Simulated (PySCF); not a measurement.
PySCF input for Al(F)2(OH) (AlF2HO), SMILES [Al]([F])([F])[OH], TDA-LC-ωPBE/def2-SVPD. Coordinates come from a PBE0-D3(BJ)/def2-SVP optimisation. Other conformers were not sampled.

```python
import numpy as np
from pyscf import gto, scf, dft, tdscf

mol = gto.M(
    atom='''
    Al   -0.00623559   -0.01309644    0.00000000
    F     1.55973128   -0.53793621   -0.00000000
    F    -1.20724144   -1.14100796   -0.00000000
    O    -0.41198307    1.61641594   -0.00000000
    H     0.20451865    2.34942365   -0.00000000
    ''',
    basis='def2-SVPD',
    charge=0,
    spin=0,
    symmetry=True,
    max_memory=1600,
    verbose=4,
)
mf = dft.RKS(mol, xc='lc_wpbe').density_fit(auxbasis='def2-universal-jkfit')
mf.grids.level = 3
mf.conv_tol = 1e-9
mf.max_cycle = 100
mf.kernel()
mf.grids = dft.Grids(mol).set(level=1).build(with_non0tab=True)  # coarser grid for the response kernel
td = tdscf.TDA(mf)
td.singlet = True
td.nstates = 10
td.conv_tol = 1e-4
td.kernel(x0=td.get_init_guess(mf, 15))
td.analyze()
tt = tdscf.TDA(mf)
tt.singlet = False
tt.nstates = 4
tt.conv_tol = 1e-4
tt.kernel(x0=tt.get_init_guess(mf, 9))
tt.analyze(verbose=3)
```

It prints:

```
PySCF version 2.14.0

[INPUT] verbose = 4
[INPUT] num. atoms = 5
[INPUT] num. electrons = 40
[INPUT] charge = 0
[INPUT] spin (= nelec alpha-beta = 2S) = 0
[INPUT] symmetry True subgroup None
[INPUT] Mole.unit = angstrom
[INPUT] Symbol           X                Y                Z      unit          X                Y                Z       unit  Magmom
[INPUT]  1 Al    -0.006235590000  -0.013096440000   0.000000000000 AA   -0.011783557325  -0.024748684807   0.000000000000 Bohr   0.0
[INPUT]  2 F      1.559731280000  -0.537936210000   0.000000000000 AA    2.947464947117  -1.016552109387   0.000000000000 Bohr   0.0
[INPUT]  3 F     -1.207241440000  -1.141007960000   0.000000000000 AA   -2.281355687826  -2.156192550349   0.000000000000 Bohr   0.0
[INPUT]  4 O     -0.411983070000   1.616415940000   0.000000000000 AA   -0.778535170258   3.054583429981   0.000000000000 Bohr   0.0
[INPUT]  5 H      0.204518650000   2.349423650000   0.000000000000 AA    0.386484235866   4.439767249076   0.000000000000 Bohr   0.0

nuclear repulsion = 159.375341716297
point group symmetry = Cs
symmetry origin: [-9.44863043e-10 -3.77945231e-09  0.00000000e+00]
symmetry axis x: [ 1.00000000e+00 -1.93974195e-09  0.00000000e+00]
symmetry axis y: [1.93974195e-09 1.00000000e+00 0.00000000e+00]
symmetry axis z: [0. 0. 1.]
num. orbitals of irrep A' = 71
num. orbitals of irrep A" = 30
number of shells = 41
number of NR pGTOs = 151
number of NR cGTOs = 101
basis = def2-SVPD
ecp = {}


[settings echo left out]
init E= -517.521472357065
HOMO (A") = -0.511616284527005  LUMO (A') = -0.102191233394617  gap/eV = 11.14102
cycle= 1 E= -517.487291821942  delta_E= 0.0342  |g|= 0.938  |ddm|= 2.36
HOMO (A") = -0.3578445031273  LUMO (A') = 0.0218398911278275  gap/eV = 10.33174
cycle= 2 E= -517.480139265406  delta_E= 0.00715  |g|= 1.03  |ddm|= 1.49
HOMO (A") = -0.489422025484414  LUMO (A') = 0.0124287755526353  gap/eV = 13.65606
cycle= 3 E= -517.650338796305  delta_E= -0.17  |g|= 0.04  |ddm|= 0.652
HOMO (A") = -0.480467895996074  LUMO (A') = 0.0164790396616867  gap/eV = 13.52261
cycle= 4 E= -517.650832431828  delta_E= -0.000494  |g|= 0.00925  |ddm|= 0.0677
HOMO (A") = -0.48110922179103  LUMO (A') = 0.0163951762321748  gap/eV = 13.53778
cycle= 5 E= -517.65088023482  delta_E= -4.78e-05  |g|= 0.00432  |ddm|= 0.0214
HOMO (A") = -0.480843274325136  LUMO (A') = 0.0163476914430842  gap/eV = 13.52926
cycle= 6 E= -517.650884702973  delta_E= -4.47e-06  |g|= 0.00196  |ddm|= 0.00441
HOMO (A") = -0.480976236538362  LUMO (A') = 0.0163029184516534  gap/eV = 13.53166
cycle= 7 E= -517.650885751466  delta_E= -1.05e-06  |g|= 0.000194  |ddm|= 0.00295
HOMO (A") = -0.480976577388299  LUMO (A') = 0.0162927663806811  gap/eV = 13.53139
cycle= 8 E= -517.650885787673  delta_E= -3.62e-08  |g|= 5.2e-05  |ddm|= 0.000808
HOMO (A") = -0.480985237510234  LUMO (A') = 0.0162938684216516  gap/eV = 13.53165
cycle= 9 E= -517.650885789199  delta_E= -1.53e-09  |g|= 3.24e-05  |ddm|= 0.000166
HOMO (A") = -0.480978774047721  LUMO (A') = 0.0162942090506317  gap/eV = 13.53149
cycle= 10 E= -517.650885789476  delta_E= -2.78e-10  |g|= 9.47e-06  |ddm|= 3.68e-05
HOMO (A") = -0.480981345440526  LUMO (A') = 0.0162939124740737  gap/eV = 13.53155
Extra cycle  E= -517.650885789502  delta_E= -2.54e-11  |g|= 9.22e-06  |ddm|= 1.78e-05
converged SCF energy = -517.650885789502
tot grids = 24608


******** <class 'pyscf.tdscf.rks.TDA'> for <class 'pyscf.df.df_jk.DFSymAdaptedRKS'> ********
nstates = 10 singlet
deg_eia_thresh = 1.000e-03
wfnsym = None
conv_tol = 0.0001
eigh lindep = 1e-12
eigh level_shift = 0
eigh max_cycle = 100


Excitation energies (eV)
[ 7.84662125  8.26275203  9.43251131  9.5633788   9.75353084  9.86141597
  9.88298915 10.07018053 10.22536404 10.37956693]

** Singlet excitation energies and oscillator strengths **
Excited State   1:   A"      7.84662 eV    158.01 nm  f=0.0595
      20 -> 21       -0.64855
      20 -> 24       -0.24702
Excited State   2:   A'      8.26275 eV    150.05 nm  f=0.0534
      19 -> 21       -0.64219
      19 -> 24       -0.23130
      20 -> 22        0.10104
Excited State   3:   A'      9.43251 eV    131.44 nm  f=0.0484
      18 -> 21        0.62212
      18 -> 23       -0.14597
      18 -> 24        0.20831
      19 -> 23       -0.10719
Excited State   4:   A"      9.56338 eV    129.64 nm  f=0.0001
      17 -> 21       -0.62842
      17 -> 23        0.17068
      17 -> 24       -0.21418
Excited State   5:   A"      9.75353 eV    127.12 nm  f=0.0028
      19 -> 22        0.67946
      19 -> 30        0.12495
Excited State   6:   A"      9.86142 eV    125.73 nm  f=0.0356
      15 -> 21        0.24043
      20 -> 23       -0.61905
      20 -> 36       -0.11860
Excited State   7:   A'      9.88299 eV    125.45 nm  f=0.0093
      16 -> 21       -0.44882
      16 -> 24       -0.15089
      19 -> 23        0.20891
      19 -> 25       -0.13187
      20 -> 22        0.41150
Excited State   8:   A'     10.07018 eV    123.12 nm  f=0.1613
      16 -> 21       -0.42463
      16 -> 23        0.11950
      16 -> 24       -0.13638
      20 -> 22       -0.46596
Excited State   9:   A"     10.22536 eV    121.25 nm  f=0.1720
      15 -> 21       -0.58253
      15 -> 23        0.15400
      15 -> 24       -0.18989
      17 -> 25        0.10016
      20 -> 23       -0.22962
Excited State  10:   A'     10.37957 eV    119.45 nm  f=0.0138
      14 -> 21        0.10564
      19 -> 23        0.60141
      19 -> 26        0.10107
      19 -> 36        0.10419
      20 -> 22       -0.18060

** Transition electric dipole moments (AU) **
state          X           Y           Z        Dip. S.      Osc.
  1         0.0000      0.0000     -0.5562      0.3094      0.0595
  2        -0.4150      0.3025     -0.0000      0.2637      0.0534
  3        -0.4553      0.0468     -0.0000      0.2095      0.0484
  4         0.0000      0.0000      0.0177      0.0003      0.0001
  5        -0.0000     -0.0000      0.1075      0.0116      0.0028
  6         0.0000      0.0000     -0.3840      0.1475      0.0356
  7         0.1869      0.0576      0.0000      0.0383      0.0093
  8        -0.1328      0.7976      0.0000      0.6538      0.1613
  9         0.0000      0.0000      0.8285      0.6865      0.1720
 10        -0.0176      0.2322      0.0000      0.0542      0.0138

** Transition velocity dipole moments (imaginary part, AU) **
state          X           Y           Z        Dip. S.      Osc.
  1         0.0000      0.0000     -0.1358      0.0184      0.0426
  2        -0.1257      0.1042     -0.0000      0.0266      0.0585
  3        -0.1611      0.0281     -0.0000      0.0267      0.0514
  4         0.0000      0.0000      0.0047      0.0000      0.0000
  5        -0.0000     -0.0000      0.0113      0.0001      0.0002
  6         0.0000      0.0000     -0.1451      0.0211      0.0387
  7         0.0564      0.0504     -0.0000      0.0057      0.0105
  8        -0.0363      0.2534      0.0000      0.0655      0.1180
  9         0.0000      0.0000      0.2414      0.0583      0.1034
 10        -0.0074      0.0402      0.0000      0.0017      0.0029

** Transition magnetic dipole moments (imaginary part, AU) **
state          X           Y           Z
  1         0.8306      0.1339      0.0000
  2        -0.0000      0.0000     -0.6430
  3        -0.0000     -0.0000      0.5375
  4         0.2017     -0.8125      0.0000
  5        -0.4756     -0.2447     -0.0000
  6        -0.1656     -0.1226      0.0000
  7        -0.0000     -0.0000      0.0981
  8         0.0000      0.0000     -0.0291
  9         0.2756      0.0408     -0.0000
 10         0.0000      0.0000      0.3847


******** <class 'pyscf.tdscf.rks.TDA'> for <class 'pyscf.df.df_jk.DFSymAdaptedRKS'> ********
nstates = 4 triplet
deg_eia_thresh = 1.000e-03
wfnsym = None
conv_tol = 0.0001
eigh lindep = 1e-12
eigh level_shift = 0
eigh max_cycle = 100


Excitation energies (eV)
[7.31803523 7.75231394 8.78285498 9.06342714]

** Triplet excitation energies and oscillator strengths **
Excited State   1:   A"      7.31804 eV    169.42 nm  f=0.0000
Excited State   2:   A'      7.75231 eV    159.93 nm  f=0.0000
Excited State   3:   A'      8.78285 eV    141.17 nm  f=0.0000
Excited State   4:   A'      9.06343 eV    136.80 nm  f=0.0000
```

Self-consistency was reached.
